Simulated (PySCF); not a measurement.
NICS in rings of unrelated molecules.

NICS is the negative of the GIAO shielding at a point without a nucleus: at the ring centre (0) and 1 Å above and below it (1); zz is the component along the ring normal. Level: GIAO PBE0/pcSseg-1 (PySCF, non-relativistic, gas phase) on the GFN2-xTB geometries, one conformer each. Atom numbers follow the mapped SMILES.

Question: Order these rings by mean NICS(1)zz, lowest (most negative) first (ppm).
A. ring C3–C7–O8 in `[CH3:1][O:2][C@@:3]12[CH2:4][CH2:5][CH2:6][C@@H:7]1[O:8]2`
B. ring C3–C4–C5–C6–C7–C9 in `[CH3:1][CH+:2][c:3]1[cH:4][cH:5][cH:6][c:7]([CH3:8])[cH:9]1` (charge +1)
C. ring Si2–C3–C4–C5–O7 in `[CH3:1][Si@H:2]1[CH:3]=[CH:4][C:5](=[O:6])[O:7]1`
D. ring C5–Si6–Si7–S8 in `[CH3:1][C:2](=[O:3])[SiH2:4][C@H:5]1[SiH2:6][SiH2:7][S:8]1`
E. ring C4–C5–O6–C7–C8–Si9 in `[CH2:1]=[C:2]([CH3:3])[C@@H:4]1[CH2:5][O:6][CH2:7][CH2:8][SiH2:9]1`
F. ring C5–Si6–C7 in `[CH2:1]=[C:2]([CH3:3])[CH2:4][C@@H:5]1[SiH2:6][C@@H:7]1[O:8][CH3:9]`
G. ring C3–C4–C5–C6–C7–C8 in `[CH3:1][CH2:2][c:3]1[cH:4][cH:5][cH:6][cH:7][c:8]1[C:9]([F:10])([F:11])[F:12]`

Answer: G (-27.9), A (-22.2), B (-17.9), F (-14.0), C (-3.8), E (2.5), D (8.9).

```tsv
SMILES	ring	NICS(0)	NICS(1)	NICS(1)zz	HOMA	rms pucker (Å)	ring atoms with four or more neighbours
CCc1ccccc1C(F)(F)F	6-membered carbocycle; formal bonds all aromatic	-9.0	-11.4	-27.9	0.99	0.00	0
CO[C@@]12CCC[C@@H]1O2	3-membered ring with O; formal bonds all single	-46.1	-7.1	-22.2	–	0.00	2
C[CH+]c1cccc(C)c1	6-membered carbocycle; formal bonds all aromatic	-3.2	-8.1	-17.9	0.84	0.00	0
C=C(C)C[C@@H]1[SiH2][C@@H]1OC	3-membered ring with Si; formal bonds all single	-24.0	-7.7	-14.0	–	0.00	3
C[Si@H]1C=CC(=O)O1	5-membered ring with O and Si; formal bonds 1 double, 4 single	-2.5	-3.4	-3.8	–	0.01	1
C=C(C)[C@@H]1COCC[SiH2]1	6-membered ring with O and Si; formal bonds all single	-1.7	-1.3	2.5	–	0.23	5
CC(=O)[SiH2][C@H]1[SiH2][SiH2]S1	4-membered ring with S and 2 Si; formal bonds all single	0.0	-0.1	8.9	–	0.07	3
```

NICS(0) gives another order. The isotropic NICS(1) gives another order. HOMA uses Krygowski's 1993 parameters; it is left out where a ring has a four-coordinate atom, a triple bond, no multiple bond or a kind of bond without parameters. NICS(1) and NICS(1)zz are means over the two faces.
